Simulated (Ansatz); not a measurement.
One change: `[OH][Hf]([F])([F])[F]` becomes `[F][Hf]([F])([F])[I]`.

Ansatz, PBE0-D4/def2-TZVP geometries, multiplicity 1. Each molecule was computed in one conformer, which needn't be the lowest.

Elements past krypton have def2 core potentials.

```
                                      property  `[OH][Hf]([F])([F])[F]`
         HOMO–LUMO gap (B3LYP/def2-TZVPP) / eV                     9.00
size of the dipole moment (PBE/def2-TZVPP) / D                     2.60
         LUMO energy (ωB97M-V/def2-TZVPP) / eV                     0.55
         HOMO energy (ωB97M-V/def2-TZVPP) / eV                   -12.73
           HOMO–LUMO gap (PBE/def2-TZVPP) / eV                     7.16
           LUMO energy (B3LYP/def2-TZVPP) / eV                    -0.96
```

Problem. Give the same properties after the change, and the shifts. (Estimate.)

Solution. Computed: 
```json
{"property": "HOMO–LUMO gap (B3LYP/def2-TZVPP) / eV", "`[F][Hf]([F])([F])[I]`": "6.50", "shift": "-2.50"}
{"property": "size of the dipole moment (PBE/def2-TZVPP) / D", "`[F][Hf]([F])([F])[I]`": "0.23", "shift": "-2.37"}
{"property": "LUMO energy (ωB97M-V/def2-TZVPP) / eV", "`[F][Hf]([F])([F])[I]`": "0.42", "shift": "-0.13"}
{"property": "HOMO energy (ωB97M-V/def2-TZVPP) / eV", "`[F][Hf]([F])([F])[I]`": "-10.47", "shift": "2.26"}
{"property": "HOMO–LUMO gap (PBE/def2-TZVPP) / eV", "`[F][Hf]([F])([F])[I]`": "5.00", "shift": "-2.16"}
{"property": "LUMO energy (B3LYP/def2-TZVPP) / eV", "`[F][Hf]([F])([F])[I]`": "-1.64", "shift": "-0.68"}
```

With PBE0 the HOMO rises by 1.85 eV and the LUMO falls by 0.82 eV, so the gap narrows by about 2.67 eV. PBE moves the HOMO by 1.23 eV and ωB97M-V by 2.26 eV. The zero-point energy changes by -30.4 kJ/mol with -3 modes. Dipoles are sizes alone; their direction can turn.

B3LYP here is the variant with VWN-RPA as its local correlation; programs differ in this.

Spin–orbit coupling is left out; it splits and shifts lone-pair levels of the heavy atoms by tenths of an eV.
